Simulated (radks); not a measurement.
Values are calculated unless marked as measured or tabulated.
All-electron atom: the nickel ion Ni25+ in [He] 2s1. Level of theory: Dirac Kohn-Sham, relativistic LDA (MacDonald-Vosko exchange, VWN5 correlation), spin-unpolarised, spherical densities, finite nucleus; Fermi nuclear charge, rms radius 3.7757 fm (a radial shooting solver on a logarithmic mesh with Libxc functionals).

Unscreened Slater integrals over Kohn-Sham orbitals (hartree). Large and small components are both included.

| integral | value |
|---|---|
| F0(2s1/2,2s1/2) | 4.0755 |
| F0(2s1/2,1s1/2) | 5.7151 |
| G0(2s1/2,1s1/2) | 0.59405 |
| F0(1s1/2,1s1/2) | 17.457 |
